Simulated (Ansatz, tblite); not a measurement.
Cost and result up the ladder for the cluster Be₃⁺ (3 atoms). Total charge 1; doublet. Geometry: PBE0/def2-TZVP.

Cartesian coordinates in Å:
```
Be 0.0000 0.0000 0.0000
Be 2.1612 0.3499 0.1366
Be -2.1612 -0.3499 -0.1367
```

Ansatz on 4 threads of Arm Neoverse V1 on a shared host; xTB runs through tblite on one thread. Times are rough, summed over both states, and most runs start from the orbitals of an earlier one. RPA@PBE/def2-TZVP serves as the yardstick here, not as an exact answer. The other state is a quartet at its own geometry, which has other bonds, so the gap mixes isomer and spin.

The xTB rows come from tblite. Correlated methods freeze no core orbitals. In CCSD on the charge 1 doublet the largest single amplitude is 0.19, so its Hartree–Fock determinant may place the open shell otherwise than the density functionals do. The structure comes from a short search, and lower isomers may exist.

Run but left out: HF/def2-TZVP, HF/def2-TZVPP, MP2/def2-TZVP, MP2/def2-TZVPP (doublet: ⟨S²⟩ 1.13, where a pure state has 0.75).

Correlated methods converge slowly with the basis.

xTB has no spin-polarisation term.

```csv
level,functions,wall time
GFN2-xTB,12,0.005 s
GFN1-xTB,12,0.006 s
BHLYP/def2-TZVP,57,1 s
LDA (SPW92)/def2-TZVP,57,1.1 s
PBE/def2-TZVP,57,1.2 s
RPA@PBE/def2-TZVP,57,1.2 s
PBE0/def2-TZVP,57,2.4 s
CCSD(T)/def2-TZVPP,57,2.4 s
r2SCAN/def2-TZVP,57,2.5 s
r2SCAN0/def2-TZVP,57,2.5 s
ωB97X-V/def2-TZVP (with forces),57,3.7 s
```

Question: Estimate what each level gives for the quartet − doublet (eV).

Answer: 
```tsv
level	quartet − doublet (eV)	difference from RPA@PBE/def2-TZVP (eV)	remarks
GFN2-xTB	1.11	-0.58	–
GFN1-xTB	1.41	-0.28	–
BHLYP/def2-TZVP	1.24	-0.45	spin-contaminated (⟨S²⟩ 0.85) (doublet)
LDA (SPW92)/def2-TZVP	0.68	-1.01	–
PBE/def2-TZVP	0.79	-0.90	–
RPA@PBE/def2-TZVP	1.69	0.00	–
PBE0/def2-TZVP	0.79	-0.90	–
CCSD(T)/def2-TZVPP	1.21	-0.47	large T1 (0.054) (doublet), spin-contaminated (⟨S²⟩ 1.13) (doublet)
r2SCAN/def2-TZVP	0.57	-1.12	spin-contaminated (⟨S²⟩ 0.84) (doublet)
r2SCAN0/def2-TZVP	0.62	-1.07	spin-contaminated (⟨S²⟩ 0.87) (doublet)
ωB97X-V/def2-TZVP (with forces)	1.15	-0.54	spin-contaminated (⟨S²⟩ 0.86) (doublet)
```
